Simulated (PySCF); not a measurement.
These are TPSSh-D3(BJ)/def2-TZVP // CAM-B3LYP-D3(BJ)/def2-TZVP run with PySCF 2.14.0 values and carry that method's errors. All species are isolated molecules in the gas phase. One relaxed conformer stands for a flexible species; it need not be the lowest. Delta-SCF ions had no search for a lower state. 

Reference species (SMILES): `SB` (H–B–S–H torsion 0°) (neutral, multiplicity 1).

The vertical ionisation energy (Delta-SCF) comes out as 10.95 eV and the LUMO is -1.68 eV.

Changed species: `B` (3 of 3 SH replaced by H; the reference has 2 of 3 SH replaced by H).

Task: Give the shifts of the vertical ionisation energy (Delta-SCF) and LUMO.

Result: the vertical ionisation energy (Delta-SCF) rises by 2.07 eV, to 13.02 eV; the LUMO decreases by 0.62 eV, to -2.30 eV.
